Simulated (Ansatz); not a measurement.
Diatomic AlO, multiplicity 2 (the spin of the measured ground state). The T1 diagnostic near the minimum is 0.104, so single-reference values are doubtful.

| level | bond energy D_e (kcal/mol) |
|---|---|
| SVWN5/def2-TZVPP | 153.06 |
| PBE/def2-TZVPP | 131.38 |
| r2SCAN/def2-TZVPP | 125.47 |
| B97M-V/def2-TZVPP | 123.20 |
| B3LYP/def2-TZVPP | 119.96 |
| PBE0/def2-TZVPP | 116.40 |
| BHLYP/def2-TZVPP | 102.83 |
| CAM-B3LYP/def2-TZVPP | 119.09 |
| wB97X-V/def2-TZVPP | 118.06 |
| wB97M-V/def2-TZVPP | 119.73 |
| B2PLYP/def2-TZVPP | 120.51 |

The rows run from 102.83 (BHLYP/def2-TZVPP) to 153.06 kcal/mol (SVWN5/def2-TZVPP). The 11 functionals in def2-TZVPP without D3 or D4 span 50.23, from BHLYP to SVWN5.

D_e counts from the fitted minimum to each atom's lowest state at the same level, without counterpoise.

Cores are frozen in the correlated methods.

Programs: Ansatz (Gaussian orbitals).

Ansatz is a quantum-chemistry and plane-wave program.
